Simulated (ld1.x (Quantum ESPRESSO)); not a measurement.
Reading a pseudo-wave (cerium)

Columns: radius, all-electron u(r) and pseudo u(r) of the 6s shell (level -3.84 eV) of cerium in the configuration [Xe] 4f0 5d2 6s2 6p0; BLYP, scalar-relativistic, TM scheme, ld1.x (Quantum ESPRESSO) 7.5.

```tsv
r (bohr)	all-electron	pseudo
0.180	0.1073	-0.0674
0.360	-0.0724	-0.1243
0.540	-0.1633	-0.1624
0.720	-0.0090	-0.1786
0.900	0.1675	-0.1759
1.080	0.2610	-0.1629
1.260	0.2631	-0.1487
1.440	0.1992	-0.1407
1.620	0.0980	-0.1436
1.800	-0.0172	-0.1615
1.980	-0.1311	-0.1983
2.160	-0.2350	-0.2555
2.340	-0.3244	-0.3271
2.520	-0.3979	-0.3980
2.700	-0.4558	-0.4558
2.880	-0.4992	-0.4992
3.060	-0.5298	-0.5298
3.240	-0.5492	-0.5492
3.420	-0.5590	-0.5590
3.600	-0.5610	-0.5610
3.780	-0.5565	-0.5565
3.960	-0.5467	-0.5467
4.140	-0.5328	-0.5328
4.320	-0.5157	-0.5157
4.500	-0.4962	-0.4962
4.680	-0.4750	-0.4750
```

Problem. How many radial nodes do the two functions have?

Solution. The all-electron 6s function has n − l − 1 = 5 (the table is too coarse to show those close to the nucleus); the pseudo-wave has 0, since the states of the same l below it are removed with the core.

Problem. At about which radius was the pseudo-wave matched?

Solution. 2.60 bohr, where the columns begin to agree (steps of 0.18 bohr).

Problem. Is the pseudo-wave norm-conserving?

Solution. Yes: the TM scheme keeps the norm inside the radius equal to the all-electron one, which fixes the energy derivative of the logarithmic derivative at the level.
